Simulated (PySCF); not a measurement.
## BiBr and its ions

UHF-CCSD; PySCF, scalar-relativistic core potentials, basis sets Bi def2-SVP with ECP60, Br def2-SVP. Neutral (UHF): triplet (π ↑↑), Re = 2.638 Å, ωe = 221 cm⁻¹, De = 2.00 eV.

BiBr⁺ (UHF): doublet (π ↑), Re = 2.518 Å, ωe = 267 cm⁻¹. The energies at the minima are -2786.03161 hartree for BiBr and -2785.73250 for BiBr⁺.

Q: Work out the adiabatic ionisation energy, without and with harmonic zero-point energies (1 hartree = 27.2114 eV, 1 eV = 8065.5 cm⁻¹), and the change of the bond length.

A: At UHF-CCSD: 0.29911 hartree = 8.139 eV between the minima; the zero-point term (267.0 − 221.0)/2 cm⁻¹ = +0.003 eV makes it 8.142 eV. Re changes by -12.0 pm against the neutral. The electron leaves a π orbital, and the shorter bond of the ion fits an antibonding orbital, or a change in how ionic the bond is.

Correlated steps freeze 13 core orbitals. Correlated levels converge slowly with the basis: in double zeta they bind strong bonds too weakly, by up to about 1 eV, and carry superposition errors of some tenths. Spin–orbit coupling is left out, which matters for elements this heavy, above all for dissociation energies. States were picked by a PBE0 search and need not be the measured ground states.
